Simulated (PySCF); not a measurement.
I2In (SMILES [I][In+][I]), charge +1, singlet, geometry from GFN2-xTB (such geometries of metal compounds can be far from the true shape) (core potentials on I, In); HF/def2-SVP run with PySCF.

Input for PySCF:
```python
from pyscf import gto, scf

mol = gto.M(
    atom='''
In    0.000000    0.000000    0.000000
I    -0.000000   -0.000000   -2.718546
I     0.000000    0.000000    2.718546
''',
    basis='def2-svp',
    ecp={'I': 'def2-svp', 'In': 'def2-svp'},
    charge=1,
    spin=0,
    verbose=4,
)

mf = scf.RHF(mol)
mf.kernel()
mf.analyze()
```

Problem. Predict the main parts of the log of this PySCF run.

Solution. 
```
PySCF version 2.14.0

[INPUT] verbose = 4
[INPUT] num. atoms = 3
[INPUT] num. electrons = 70
[INPUT] charge = 1
[INPUT] spin (= nelec alpha-beta = 2S) = 0
[INPUT] symmetry False subgroup None
[INPUT] Mole.unit = angstrom
[INPUT] Symbol           X                Y                Z      unit          X                Y                Z       unit  Magmom
[INPUT]  1 In     0.000000000000   0.000000000000   0.000000000000 AA    0.000000000000   0.000000000000   0.000000000000 Bohr   0.0
[INPUT]  2 I      0.000000000000   0.000000000000  -2.718546000000 AA    0.000000000000   0.000000000000  -5.137307397032 Bohr   0.0
[INPUT]  3 I      0.000000000000   0.000000000000   2.718546000000 AA    0.000000000000   0.000000000000   5.137307397032 Bohr   0.0

nuclear repulsion = 265.216755529794
number of shells = 30
number of NR pGTOs = 183
number of NR cGTOs = 78
basis = def2-svp
ecp = {'I': 'def2-svp', 'In': 'def2-svp'}

******** <class 'pyscf.scf.hf.RHF'> ********
method = RHF
initial guess = minao
damping factor = 0
level_shift factor = 0
DIIS = <class 'pyscf.scf.diis.CDIIS'>
diis_start_cycle = 1
diis_space = 8
diis_damp = 0
SCF conv_tol = 1e-09
SCF conv_tol_grad = None
SCF max_cycles = 50
direct_scf = True
direct_scf_tol = 1e-13
Set gradient conv threshold to 3.16228e-05
Initial guess from minao.
init E= -696.044376574965
  HOMO = -1.64530769605552  LUMO = -1.46283603154545  gap/eV = 4.96531
cycle= 1 E= -780.739165226006  delta_E= -84.7  |g|= 2.99  |ddm|= 15.8
  HOMO = -0.33656051700835  LUMO = -0.139297056885369  gap/eV = 5.36781
cycle= 2 E= -782.161887161951  delta_E= -1.42  |g|= 1.07  |ddm|=  6.3
  HOMO = -0.55603814083405  LUMO = -0.218114389334348  gap/eV = 9.19537
cycle= 3 E= -782.348270424214  delta_E= -0.186  |g|= 0.171  |ddm|= 1.41
  HOMO = -0.555358079917345  LUMO = -0.237054630272937  gap/eV = 8.66148
cycle= 4 E= -782.356054389905  delta_E= -0.00778  |g|= 0.0475  |ddm|= 0.321
  HOMO = -0.557777894797285  LUMO = -0.22913078767711  gap/eV = 8.94294
cycle= 5 E= -782.356919622076  delta_E= -0.000865  |g|= 0.00744  |ddm|= 0.0719
  HOMO = -0.558316244667557  LUMO = -0.229125294722162  gap/eV = 8.95774
cycle= 6 E= -782.356969848789  delta_E= -5.02e-05  |g|= 0.00179  |ddm|= 0.0233
  HOMO = -0.558167445529688  LUMO = -0.228618841198394  gap/eV = 8.96747
cycle= 7 E= -782.356973505472  delta_E= -3.66e-06  |g|= 0.000544  |ddm|= 0.00575
  HOMO = -0.558150628199989  LUMO = -0.228526500137726  gap/eV = 8.96953
cycle= 8 E= -782.35697394513  delta_E= -4.4e-07  |g|= 0.000129  |ddm|= 0.00251
  HOMO = -0.558168945773188  LUMO = -0.228540323694133  gap/eV = 8.96965
cycle= 9 E= -782.356973968301  delta_E= -2.32e-08  |g|= 2.19e-05  |ddm|= 0.000602
  HOMO = -0.558168517831179  LUMO = -0.228540134190593  gap/eV = 8.96965
cycle= 10 E= -782.356973968926  delta_E= -6.26e-10  |g|= 2.92e-06  |ddm|= 0.000103
  HOMO = -0.558168417766293  LUMO = -0.228540222881275  gap/eV = 8.96964
Extra cycle  E= -782.356973968933  delta_E= -6.59e-12  |g|= 1.07e-06  |ddm|= 9.49e-06
converged SCF energy = -782.356973968933
**** SCF Summaries ****
Total Energy =                        -782.356973968932834
Nuclear Repulsion Energy =             265.216755529794284
One-electron Energy =                -1885.138504789798617
Two-electron Energy =                  837.564775291071669
Two-electron Coulomb Energy =          895.590045398751158
DFT Exchange-Correlation Energy =      -58.025270107679489
HOMO-LUMO gap [eV] =                     8.969640054092027
**** MO energy ****
MO #1   energy= -7.9331679175249   occ= 2
MO #2   energy= -7.93316669571136  occ= 2
MO #3   energy= -5.78978755695233  occ= 2
MO #4   energy= -5.78978752306702  occ= 2
MO #5   energy= -5.77678905964709  occ= 2
MO #6   energy= -5.77678905964709  occ= 2
MO #7   energy= -5.77678895877274  occ= 2
MO #8   energy= -5.77678895877274  occ= 2
MO #9   energy= -5.67262940566312  occ= 2
MO #10  energy= -3.929566808034    occ= 2
MO #11  energy= -3.92956680803399  occ= 2
MO #12  energy= -3.92353223538694  occ= 2
MO #13  energy= -2.48453817628886  occ= 2
MO #14  energy= -2.48453055684396  occ= 2
MO #15  energy= -2.4795084875269   occ= 2
MO #16  energy= -2.47950848752689  occ= 2
MO #17  energy= -2.47949174881218  occ= 2
MO #18  energy= -2.47949174881217  occ= 2
MO #19  energy= -2.46607676718279  occ= 2
MO #20  energy= -2.46607676718279  occ= 2
MO #21  energy= -2.46607432996823  occ= 2
MO #22  energy= -2.46607432996822  occ= 2
MO #23  energy= -1.31453704833349  occ= 2
MO #24  energy= -1.31453704833346  occ= 2
MO #25  energy= -1.31308023159182  occ= 2
MO #26  energy= -1.30834295790625  occ= 2
MO #27  energy= -1.30834295790624  occ= 2
MO #28  energy= -1.06948989472661  occ= 2
MO #29  energy= -1.06857474618845  occ= 2
MO #30  energy= -0.696220857816625 occ= 2
MO #31  energy= -0.599536738973875 occ= 2
MO #32  energy= -0.567873107227486 occ= 2
MO #33  energy= -0.567873107227482 occ= 2
MO #34  energy= -0.558168417766297 occ= 2
MO #35  energy= -0.558168417766293 occ= 2
MO #36  energy= -0.228540222881275 occ= 0
MO #37  energy= -0.164170619806958 occ= 0
MO #38  energy= -0.164170619806957 occ= 0
MO #39  energy= -0.0111162303761416 occ= 0
MO #40  energy= 0.04252657902257   occ= 0
MO #41  energy= 0.0644217650067054 occ= 0
MO #42  energy= 0.0961742891607043 occ= 0
MO #43  energy= 0.0961742891607537 occ= 0

WARN: System has nonzero charge 1; the dipole moment is origin-dependent.
Location of origin: [0. 0. 0.]

Dipole moment(X, Y, Z, Debye): -0.00000,  0.00000,  0.00000
```
